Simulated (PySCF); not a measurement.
C₄H₆O₂Si, SMILES [SiH3]c1occc1O.

Geometry: r2SCAN-D4/def2-SVP. The structure was generated by enumeration, and PubChem lists no compound with its InChIKey, so it may never have been made. One conformer was computed; it need not be the lowest.

Two levels are set side by side: PBE/def2-TZVP (PySCF) and M06-2X/def2-TZVP (PySCF). Same geometry, gas phase. Differences are taken from unrounded values.

```json
[
 {"quantity": "orbital gap (eV)", "PBE": "4.11"},
 {"quantity": "highest occupied level (eV)", "PBE": "-5.25"},
 {"quantity": "lowest empty level (eV)", "PBE": "-1.14"},
 {"quantity": "dipole moment (D)", "PBE": "2.78"},
 {"quantity": "mean polarisability (bohr³)", "PBE": "81.7"}
]
```

### Question
These are the PBE values. What does M06-2X give? (Estimate from the structure and the level; the computed values follow.)

### Answer

```csv
quantity,M06-2X,PBE minus M06-2X
orbital gap (eV),8.05,-3.94
highest occupied level (eV),-7.45,2.20
lowest empty level (eV),0.60,-1.74
dipole moment (D),2.74,0.04
mean polarisability (bohr³),78.0,3.6
```

PBE's occupied levels lie high since its potential decays too fast outside the molecule; exact exchange lowers them and widens the gap. Loosely held outer electrons make PBE densities more polarisable. Differences between two approximate levels are no errors against the true value.

Rough cost on one machine, each run with all the roots and properties that it gave: M06-2X against PBE about 4 times.
